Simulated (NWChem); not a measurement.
System: SiH₃O₃Cl; SMILES O[Si](O)(O)Cl

NWChem input:

```
start job
memory heap 200 mb stack 700 mb global 900 mb
geometry units angstroms noautoz
  O     -0.036764     1.545014    -0.975939
  Si     0.000000     0.000000    -0.436023
  O      1.356404    -0.740669    -0.975939
  O     -1.319640    -0.804345    -0.975939
  Cl     0.000000     0.000000     1.635347
  H     -0.764982     2.100319    -0.683059
  H      2.201421    -0.387666    -0.683059
  H     -1.436439    -1.712654    -0.683059
end
basis spherical
  * library def2-svp
end
dft
  xc xpbe96 cpbe96
  iterations 150
  mulliken
end
task dft energy
```

Geometry: optimised at PBE0/def2-SVP.

Give the results of this calculation. (PBE/def2-SVP.) Quantities: energy (Ha); highest occupied level (eV); orbital gap (eV); dipole (D).


```yaml
energy (Ha): -976.37
highest occupied level (eV): -7.21
orbital gap (eV): 7.16
dipole (D): 0.47
```
